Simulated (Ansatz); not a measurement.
Geometry optimisation, RKS PBE0/STO-3G (Ansatz).

input.yaml

```yaml
crystal:
  periodic: [false, false, false]
  atoms:
    - { symbol: C, position_ang: [-0.2846, -2.5876, -1.2252] }
    - { symbol: C, position_ang: [0.1119, -1.2604, -0.5583] }
    - { symbol: O, position_ang: [-0.3186, -0.1565, -1.3568] }
    - { symbol: B, position_ang: [0.2419, 1.0913, -0.6922] }
    - { symbol: "N", position_ang: [-0.7499, 1.8006, 0.2649] }
    - { symbol: Si, position_ang: [0.0949, 1.9326, 1.8561] }
    - { symbol: H, position_ang: [-1.4119, -2.5484, -1.3394] }
    - { symbol: H, position_ang: [0.169, -2.6055, -2.2499] }
    - { symbol: H, position_ang: [-0.0199, -3.401, -0.5854] }
    - { symbol: H, position_ang: [1.2285, -1.2948, -0.429] }
    - { symbol: H, position_ang: [-0.3662, -1.2232, 0.4744] }
    - { symbol: H, position_ang: [1.2449, 1.5422, -0.947] }
    - { symbol: H, position_ang: [-0.9157, 2.809, -0.0907] }
    - { symbol: H, position_ang: [1.3393, 2.6529, 1.7105] }
    - { symbol: H, position_ang: [-0.7535, 2.6264, 2.8195] }
    - { symbol: H, position_ang: [0.3671, 0.5997, 2.3928] }
basis:
  gaussian: { orbitals: STO-3G }
hamiltonian:
  xc: pbe0
relax:
  f_tol: 0.02
  max_steps: 40
scf:
  lower_state_search: "off"
output:
  orbitals: {}
```

Launched with:

```bash
$ ansatz run input.yaml --threads 1 --pin off --max-ram 2048MiB --backend cpu --events-out ev --progress --plain --runs-dir out
```

Task: Where does it end, and by what steps?

Result: It converged. The force dipped under the threshold on the way, but the program's further checks kept it going. Limits of this set-up: minimal basis. After 38 steps the energy has fallen by 2.900 eV; H11 moved furthest, 2.04 Å.

```tsv
step	energy less start (eV)	largest force component (eV/Å)	accepted
0	0.0000	5.379	yes
2	-0.9428	1.149	yes
4	-1.4763	0.962	yes
6	-2.0283	0.964	yes
8	-2.3640	1.442	yes
10	-2.6494	0.401	yes
12	-2.8190	0.336	yes
14	-2.8621	0.492	yes
16	-2.8880	0.073	yes
18	-2.8897	0.025	yes
20	-2.8910	0.049	yes
22	-2.8922	0.077	yes
24	-2.8936	0.020	yes
26	-2.8935	0.064	no
28	-2.8946	0.069	yes
30	-2.8955	0.036	yes
32	-2.8965	0.139	yes
34	-2.8982	0.019	yes
36	-2.8959	0.280	no
38	-2.8995	0.013	yes
```

```xyz
16
Properties=species:S:1:pos:R:3
C -0.471 -2.293 -1.033
C 0.797 -1.525 -0.582
O 0.451 -0.327 0.166
B 0.395 0.846 -0.551
N -0.016 1.994 0.148
Si -0.479 2.073 1.843
H -1.099 -2.537 -0.167
H -1.058 -1.685 -1.734
H -0.183 -3.227 -1.534
H 1.419 -1.290 -1.468
H 1.395 -2.171 0.093
H 0.682 0.911 -1.688
H -0.013 2.886 -0.376
H 0.680 2.192 2.701
H -1.306 3.244 2.023
H -1.216 0.886 2.203
```

Run time: 2.2 min on 1 thread of Arm Neoverse V2, with other jobs on the host, peak memory 0.17 GiB.
